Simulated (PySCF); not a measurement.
CH4BrGaO, SMILES C[O][GaH][Br].

Coordinates come from a PBE0-D3(BJ)/def2-SVP optimisation. The values are those of a single conformer.

Level of theory: TDA-PBE/def2-SVPD (PySCF).

Vertical excitations. Isolated molecule, no solvent. State labels are in the subgroup Cs.

```
state  symmetry  energy (eV)  λ (nm)      f                          main pairs
-----  --------  -----------  ------  -----  ----------------------------------
S1           A"         5.08     244  0.000                    HOMO−1→LUMO 95 %
S2           A'         5.13     242  0.019  HOMO→LUMO 71 %, HOMO−1→LUMO+1 27 %
S3           A"         5.19     239  0.001                    HOMO→LUMO+1 90 %
S4           A"         5.27     235  0.001                    HOMO−2→LUMO 94 %
S5           A'         5.76     215  0.018                  HOMO−2→LUMO+1 98 %
S6           A'         5.91     210  0.042                    HOMO−3→LUMO 83 %
S7           A'         6.01     206  0.183  HOMO−1→LUMO+1 60 %, HOMO→LUMO 22 %
S8           A"         6.06     205  0.035                  HOMO−3→LUMO+1 98 %
S9           A"         6.60     188  0.005                    HOMO−4→LUMO 97 %
S10          A"         6.68     186  0.001                    HOMO→LUMO+2 99 %
T1           A'         4.46     278      0                      HOMO→LUMO 98 %
T2           A"         4.86     255      0  HOMO−1→LUMO 53 %, HOMO→LUMO+1 45 %
T3           A"         5.01     248      0  HOMO→LUMO+1 52 %, HOMO−1→LUMO 47 %
T4           A"         5.13     242      0                    HOMO−2→LUMO 98 %
```
Triplets are in the Tamm–Dancoff approximation.
